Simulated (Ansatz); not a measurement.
C$_{2}$H$_{8}$OSi$_{2}$ (`C=C[SiH2]O[SiH3]`), relaxed with RKS PBE-D4/def2-SVP in Ansatz 0.2.0 from a rough embedded geometry. The force threshold is 0.03 eV/Å; the program also tests the step.

Charge 0, multiplicity 1.

Start:

```xyz
13

C     2.164   -0.108   -0.442
C     1.569    0.196    0.680
Si   -0.055   -0.434    1.268
O    -1.116   -0.585   -0.012
Si   -2.049    0.237   -1.014
H     3.191    0.258   -0.700
H     1.787   -0.850   -1.162
H     2.049    0.951    1.334
H    -0.651    0.577    2.149
H     0.108   -1.681    1.965
H    -2.832   -0.698   -1.927
H    -3.007    1.087   -0.285
H    -1.158    1.050   -1.855
```

Q: By how much does the energy fall, and how many steps does the optimiser take? (Estimate.)

A: The calculation gave: 35.81 kJ/mol, in 19 steps, 2 of them rejected.

Q: Which bonds change most? (An estimate is asked.)

A: The calculation gave: O4–Si5 from 1.597 to 1.673 Å; Si3–H10 from 1.438 to 1.504 Å; C1–C2 from 1.306 to 1.348 Å; Si3–H9 from 1.468 to 1.509 Å.

Q: Give the relaxed structure. (An estimate is asked.)

A: Computed: 
```xyz
13

C     2.104    0.145   -0.448
C     1.690    0.071    0.832
Si   -0.058   -0.399    1.310
O    -0.962   -0.652   -0.080
Si   -2.010    0.121   -1.131
H     3.138    0.423   -0.718
H     1.421   -0.077   -1.287
H     2.415    0.298    1.638
H    -0.686    0.694    2.140
H    -0.069   -1.672    2.111
H    -3.018   -0.877   -1.625
H    -2.720    1.253   -0.434
H    -1.245    0.672   -2.306
```
